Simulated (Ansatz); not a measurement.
Cartesian coordinates in Å:
```
C -0.146 -1.906 0.273
C -0.416 -0.435 0.445
O 0.433 0.297 -0.438
Si 0.491 1.882 -0.615
F -0.885 2.481 -1.091
F 1.580 2.222 -1.688
F 0.862 2.620 0.726
H -0.348 -2.217 -0.753
H -0.787 -2.483 0.944
H 0.895 -2.136 0.506
H -1.461 -0.203 0.215
H -0.218 -0.122 1.476
```

Total charge 0; spin multiplicity 1.

(1) List the CAM-B3LYP/def2-TZVPP orbital energies in eV (Ansatz). (Best estimate.)

Results:

(1) Ansatz gave: Occupied: -1803.88, -674.09, -674.09, -674.09, -523.28, -280.88, -278.93, -148.13, -103.51, -103.50, -103.46, -35.88, -35.09, -35.06, -30.79, -23.39, -19.72, -18.16, -16.61, -16.40, -16.35, -15.54, -14.95, -14.85, -14.84, -14.44, -14.18, -13.70, -13.60, -12.73, -12.50, -11.30, -10.68. Lowest empty: 1.64, 2.22, 2.75, 2.93, 3.62, 3.91, 4.17, 4.30.
